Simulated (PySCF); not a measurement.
Fractional electron number in Fe (iron, neutral)

The 4s beta orbital of [Ar] 3d6 4s2 is emptied in steps (occupation f), with all orbitals relaxed, ending at [Ar] 3d6 4s1. Calculation: PySCF 2.14, in def2-TZVP (6s4p4d1f, 45 functions); the non-relativistic Hamiltonian (point nucleus). The exact energy is a straight line in f; departures are measured from the line between the end points of the same method.

```json
{"f": "1", "B3LYP (eV)": "0.000"}
{"f": "0.8", "B3LYP (eV)": "-0.409"}
{"f": "0.6", "B3LYP (eV)": "-0.617"}
{"f": "0.4", "B3LYP (eV)": "-0.622"}
{"f": "0.2", "B3LYP (eV)": "-0.417"}
{"f": "0", "B3LYP (eV)": "0.000"}
```

```csv
method,E(f=0) − E(f=1) (eV),−ε at f=1 (eV),−ε at f=0.4 (eV)
B3LYP,7.954,5.394,8.448
```

Orbital energy along the path (eV):

```
  f    B3LYP
  1   -5.394
0.8   -6.410
0.6   -7.417
0.4   -8.448
0.2   -9.509
  0  -10.527
```

Reference removal energy between the ground levels: 7.902 eV (measured; NIST Atomic Spectra Database, ionization energies). The calculation has no spin-orbit coupling.
